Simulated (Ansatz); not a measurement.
Positional isomers: thiophene hydroxy+boryl. Gas-phase values, no solvent. One relaxed conformer stands for each flexible species; it need not be the lowest. Strings in code marks are SMILES.

Quantity: electronic energy of isomers of C4H5BOS relative to `Bc1sccc1O`, in kcal/mol. The restricted reference of `Bc1ccc(O)s1`, `Bc1csc(O)c1` and `Bc1sccc1O` is unstable towards unrestricted orbitals.

A: `Bc1ccsc1O`
B: `Bc1cscc1O`
C: `Bc1csc(O)c1`
D: `Bc1ccc(O)s1`

Order them by electronic energy of isomers of C4H5BOS relative to `Bc1sccc1O` (lowest first) at the level frozen-core MP2/cc-pVTZ // PBE0-D3(BJ)/def2-SVP (Ansatz, an electronic-structure program).

D (1.76 kcal/mol), B (5.11 kcal/mol), A (6.94 kcal/mol), C (8.73 kcal/mol)
